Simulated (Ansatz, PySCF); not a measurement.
OZn, SMILES [O]=[Zn]. Atoms are numbered in the order given.

```xyz
2

Zn     0.0000     0.0000    -0.3851
O      0.0000     0.0000     1.3156
```
Charge 0, spin multiplicity 1.

Geometry: PBE0-D3(BJ)/def2-TZVPD.

Two levels are set side by side: PBE-D3(BJ)/def2-TZVPD (Ansatz, a first-principles code) and PBE0-D3(BJ)/def2-TZVPD (Ansatz). Each level has its own optimised geometry; the coordinates shown are those of the second. Frequencies come from the Hessian of PySCF at each geometry. Differences are taken from unrounded values.

| quantity | PBE0-D3(BJ) |
|---|---|
| bond Zn1–O2 (Å) | 1.701 |
| highest harmonic wavenumber (cm⁻¹) | 749 |
| mean harmonic wavenumber (cm⁻¹) | 749 |
| zero-point energy (kcal/mol) | 1.07 |

Problem. What does PBE-D3(BJ) give, and how far is it from PBE0-D3(BJ)? (An estimate is asked for; the answer gives what the named calculation found.)

Solution. 
```
quantity                            PBE-D3(BJ)  PBE-D3(BJ) minus PBE0-D3(BJ)
----------------------------------  ----------  ----------------------------
bond Zn1–O2 (Å)                          1.707                         0.007
highest harmonic wavenumber (cm⁻¹)         739                           -10
mean harmonic wavenumber (cm⁻¹)            739                           -10
zero-point energy (kcal/mol)              1.06                         -0.01
```

Here PBE gives about what the other level gives.
